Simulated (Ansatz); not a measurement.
A structure drawn as `S=C[SiH2]Br`, with this starting geometry:

Cartesian coordinates in Å:
```
S 1.518 0.822 1.690
C 0.323 0.926 0.614
Si -0.141 -0.595 -0.300
Br -1.822 -0.156 -1.776
H -0.260 1.851 0.380
H -0.594 -1.701 0.574
H 0.977 -1.147 -1.181
```

The species carries charge 0 and has multiplicity 1.

Problem. Relax it with Ansatz at PBE-D4/def2-SVP and then PBE0-D4/def2-TZVP. Is the drawn bonding still there?

Solution. Yes, every drawn bond is still there and no new one forms.

Problem. Give the relaxed structure. (Best estimate.)

Solution. The calculation gave: 
Z-matrix (Å, degrees):
```
Si
C 1 1.877
Br 1 2.224 2 110.4
H 1 1.479 2 109.1 3 119.0
H 1 1.479 2 109.1 3 -119.1
S 2 1.609 1 117.0 3 179.0
H 2 1.092 1 122.1 3 -1.2
```
All modes are real.

Atoms count as bonded under 1.1 times the sum of their covalent radii (H–H under 0.85 Å, pairs among N, O and F under 1.55 Å), and a drawn bond as lost past 1.3 times.
